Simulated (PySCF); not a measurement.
A GIAO shielding run with PySCF (density fitting, non-relativistic, gas phase) on `C=C[CH2][Al]([F])[F]`, C₃H₅AlF₂:

```
$ OMP_NUM_THREADS=1 python probes_run.py task.json out

{"job": {"kind": "nmr", "xc": "B3LYP", "basis": "pcSseg-2", "pop": false}, "charge": 0, "multiplicity": 1}
C     -1.625646     0.151079     0.605605
C     -0.878985    -0.635375    -0.173248
C      0.606758    -0.532707    -0.368791
Al     1.494940     0.699155     0.838808
F      2.876272     0.264935     1.648264
F      0.942189     2.238693     1.127076
H     -2.705783     0.006599     0.690895
H     -1.197062     0.988728     1.169885
H     -1.382840    -1.436279    -0.731288
H      0.832723    -0.246266    -1.414198
H      1.078972    -1.524316    -0.248632
```

Hardware: 1 thread of an Intel Xeon 6975P-C, shared host.

Question: How large is the calculation?

Answer: 54 electrons, 293 basis functions and 807 auxiliary functions.

Question: How long does it take, and how much memory does it need?

Answer: 29 s of wall time, with 13 SCF cycles and 4 response iterations; peak memory 1.1 GiB. Times on a shared host scatter by some tens of per cent.

Question: And these other runs on the same molecule and hardware: GIAO shielding at B97-D/pcSseg-2; GIAO shielding at BLYP/pcSseg-2; GIAO shielding at BP86/pcSseg-2; GIAO shielding at HF/pcSseg-2; GIAO shielding at KT2/pcSseg-2; GIAO shielding at KT3/pcSseg-2?

Answer: B97-D/pcSseg-2: 293 functions, 39 s; BLYP/pcSseg-2: 293 functions, 37 s; BP86/pcSseg-2: 293 functions, 39 s; HF/pcSseg-2: 293 functions, 21 s; KT2/pcSseg-2: 293 functions, 42 s; KT3/pcSseg-2: 293 functions, 38 s.
